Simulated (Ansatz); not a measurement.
The lowest singlet and triplet of C3H2 (SMILES [C]=C=C); geometries from B3LYP-D3(BJ)/def2-TZVP, each state relaxed from the structure named, with no frequency check.
Singlet at the triplet's geometry (charge 0, multiplicity 1):
```tsv
atom	x (Å)	y (Å)	z (Å)
C	1.4667	-0.1469	-0.1284
C	0.2105	0.1111	-0.0517
C	-1.1204	0.0329	0.1180
H	-1.7382	0.9102	-0.0330
H	-1.6025	-0.8931	0.4053
```

A positive gap puts the triplet lower; no zero-point energy. U- takes an unrestricted singlet (broken symmetry where lower, unprojected). The triplet is unrestricted in single-reference levels.

Programs: Ansatz (Gaussian orbitals). 

Task: One of these levels gives -24.45 kcal/mol for the gap E(singlet) − E(triplet), vertical, at the triplet's geometry. Which one is it?
A) U-wB97X-V/def2-TZVPP
B) U-BHLYP/def2-TZVPP
C) U-r2SCAN/def2-TZVPP (spin-contaminated)

Result: B, U-BHLYP/def2-TZVPP. The others give -18.86 (U-r2SCAN/def2-TZVPP (spin-contaminated)), -28.84 (U-wB97X-V/def2-TZVPP)

Ansatz is a program for electronic structure.
